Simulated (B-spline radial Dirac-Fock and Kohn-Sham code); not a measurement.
# What relativity does to the binding energies of Nd⁴²⁺

System: Nd⁴²⁺, [Ne] 3s2 3p6.

Both columns are ΔSCF binding energies of the configuration average from a B-spline atomic structure program: non-relativistic Hartree-Fock with a point nucleus, and Dirac-Fock with a finite nucleus and the Coulomb interaction alone, averaged over the two j levels with weights 2j+1.

| shell | Hartree-Fock (eV) | Dirac-Fock (eV) | shift (eV) | shift (%) |
| --- | --- | --- | --- | --- |
| 1s | 44023.3 | 46306.7 | +2283.38 | +5.19 |
| 2s | 9019.3 | 9628.2 | +608.90 | +6.75 |
| 2p | 8682.1 | 8887.1 | +205.01 | +2.36 |
| 3s | 3486.0 | 3662.0 | +175.93 | +5.05 |
| 3p | 3345.0 | 3417.9 | +72.92 | +2.18 |

Relativity binds 1s, 2s, 2p, 3s, 3p more strongly, among those listed most of all 2s in relative terms.

Values without a named source are computed, but for edge energies of neutral atoms, which are taken from tables.
